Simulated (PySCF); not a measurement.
Bi(F)2(TeH) (BiF₂HTe), SMILES [F][Bi]([F])[TeH]. Heavy atoms are numbered as in [Bi:1]([F:2])([F:3])[TeH:4]. Hydrogens are named by the atom that carries them.

Geometry optimised at B3LYP-D3(BJ)/def2-SVP. The def2 effective core potentials stand for the cores of Bi, Te; spin–orbit coupling is left out.

Computed with HF/def2-TZVP (PySCF).

ESP charges are fitted to the potential on shells at 1.4 to 2.0 van der Waals radii. Atomic charges (e), one atom of each kind:

```
atom       ESP fit  Mulliken  Löwdin
---------  -------  --------  ------
Bi1           0.84         ?    0.91
F2           -0.37         ?   -0.43
Te4 (TeH)    -0.11         ?   -0.01
H on Te4      0.04         ?   -0.03
```

Question: Complete the blanks. (Estimate from the structure and the level; the computed values follow.)

Answer: 
- Bi1, Mulliken: 1.35
- F2, Mulliken: -0.59
- Te4 (TeH), Mulliken: -0.20
- H on Te4, Mulliken: 0.04
